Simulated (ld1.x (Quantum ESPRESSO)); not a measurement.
## u(r) = r·R(r): atom against pseudo-atom (chromium)

Columns: radius, all-electron u(r) and pseudo u(r) of the 4s shell (level -4.20 eV) of chromium in the configuration [Ne] 3s2 3p6 3d5 4s1 4p0; LDA (PZ), scalar-relativistic, ultrasoft scheme, ld1.x (Quantum ESPRESSO) 7.5.

| r (bohr) | all-electron | pseudo |
| --- | --- | --- |
| 0.148 | -0.1234 | -0.0506 |
| 0.295 | -0.0776 | -0.1005 |
| 0.443 | 0.1212 | -0.1499 |
| 0.590 | 0.2368 | -0.1980 |
| 0.738 | 0.2428 | -0.2448 |
| 0.885 | 0.1747 | -0.2896 |
| 1.033 | 0.0697 | -0.3325 |
| 1.180 | -0.0454 | -0.3726 |
| 1.328 | -0.1573 | -0.4103 |
| 1.475 | -0.2570 | -0.4447 |
| 1.623 | -0.3430 | -0.4760 |
| 1.770 | -0.4134 | -0.5036 |
| 1.918 | -0.4700 | -0.5277 |
| 2.065 | -0.5132 | -0.5478 |
| 2.213 | -0.5451 | -0.5639 |
| 2.360 | -0.5669 | -0.5759 |
| 2.508 | -0.5803 | -0.5837 |
| 2.655 | -0.5863 | -0.5872 |
| 2.802 | -0.5864 | -0.5864 |
| 2.950 | -0.5814 | -0.5814 |
| 3.098 | -0.5723 | -0.5723 |
| 3.245 | -0.5599 | -0.5599 |
| 3.393 | -0.5449 | -0.5449 |
| 3.540 | -0.5279 | -0.5279 |
| 3.688 | -0.5093 | -0.5093 |
| 3.835 | -0.4897 | -0.4897 |

Problem. How many radial nodes do the two functions have?

Solution. The all-electron 4s function has n − l − 1 = 3 (the table is too coarse to show those close to the nucleus); the pseudo-wave has 0, since the states of the same l below it are removed with the core.

Problem. At about which radius was the pseudo-wave matched?

Solution. 2.95 bohr. The columns agree to 0.0005 from 2.80 bohr on; several derivatives are matched, so the curves merge somewhat inside the radius.

Problem. Is the pseudo-wave norm-conserving?

Solution. No, it belongs to an ultrasoft set: the norm inside the radius is not constrained, and the difference is carried by the augmentation charge.
